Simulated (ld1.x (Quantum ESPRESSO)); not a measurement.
# What one change does to a pseudopotential (La, TM)

```
Element                 : La (Z = 57)
Generator               : ld1.x (Quantum ESPRESSO) 7.5
Type                    : norm-conserving Troullier–Martins (Kleinman–Bylander form)
Functional              : BLYP
Relativity              : scalar-relativistic
Frozen core             : [Kr] 4d10 5s2
Valence charge          : 9
Reference configuration : 4f0 5p6 5d1 6s1 6p0 (charge +1)
Partial waves           : 6s (bound): rc 2.70 bohr; 5p (bound): rc 1.70 bohr; 5d (bound): rc 3.80 bohr; 4f (bound, empty): rc 1.95 bohr
Local potential         : the f channel
Core correction         : Bessel-smoothed model core inside 1.60 bohr
```

All-electron outer shells of the reference configuration (BLYP, scalar-relativistic, ld1.x):

```csv
shell,level (eV),outermost node (bohr),outermost maximum (bohr)
4d,-109.44,0.32,0.68
5s,-44.56,0.77,1.41
5p,-27.97,0.83,1.58
4f,-9.98,–,0.75
5d,-8.36,0.95,2.19
6s,-8.33,1.85,3.60
6p,-5.36,2.18,4.46
```

Change: core [Kr] 4d10, valence charge 11; reference 4f0 5s2 5p6 5d1 6s2 6p0; waves now 5p (bound): rc 2.05 bohr; 5d (bound): rc 2.85 bohr; 4f (bound): rc 1.85 bohr; 5s (bound): rc 1.95 bohr; local potential the s channel; core correction a·sin(br)/r model core inside 0.85 bohr (6s counted twice).

Cutoffs: the cutoffs (Ry, on a coarse ladder) from which the occupation-weighted sum of valence levels, in a spherical-Bessel basis at the reference potential, stays within 10 and 1 mRy of its value at 400 Ry; they do not see the model core or the augmentation charge, which bear on the density cutoff. Errors are all-electron minus pseudo energies relative to the spin-unpolarised reference configuration.

Question: What does the change do?

Answer: The potential gets neither clearly harder nor softer (50 Ry and 60 Ry → 40 Ry and 70 Ry); the bound ghost in p, s disappears; the miss of the reference levels goes from 0.00 to 0.15 eV; the number of tests that count goes from 6 to 7. In the changed file ld1.x takes every shell without a wave as core, so the model core holds the 6s electrons as well and exchange and correlation see them twice. This cancels in the reference configuration, but the file is broken for other ones, and its errors say nothing about a proper core correction. Several settings change at once here, so the effects cannot be laid on one of them.

| quantity | base | changed |
| --- | --- | --- |
| cutoff, loose | 50 Ry | 40 Ry |
| cutoff, tight | 60 Ry | 70 Ry |
| loose cutoff by channel (10 mRy a level) | s 8 Ry, p 25 Ry, d 10 Ry | p 21 Ry, d 10 Ry, s 35 Ry |
| bound ghosts | s, p | none |
| largest miss of a reference level, eV | 0.00 | 0.15 |
| tests counted (converged, no solver errors) | 6 of 7 | 7 of 7 |

Base: The cutoffs count occupied waves only; the empty 4f level needs 90 Ry at the loose tolerance. Tests not counted: 4f0 5p6 5d1 6s1 6p1 (solver errors, printed error -405 eV). These tests converged, but a pseudo level misses the all-electron one widely, so the file describes the atom poorly there or has found another state: 4f0 5p6 5d1 6s0 6p0: empty 6p by 7.0 eV; 4f0 5p6 5d0 6s2 6p0: empty 6p by 4.1 eV. Changed file: The cutoffs count occupied waves only; the empty 4f level needs 100 Ry at the loose tolerance. A true bound ghost makes a file unfit for plane-wave use even where its test errors are small: the radial tests pick states by their node count and pass the ghost by. Where a test does run into it, the solver fails or the error is huge.
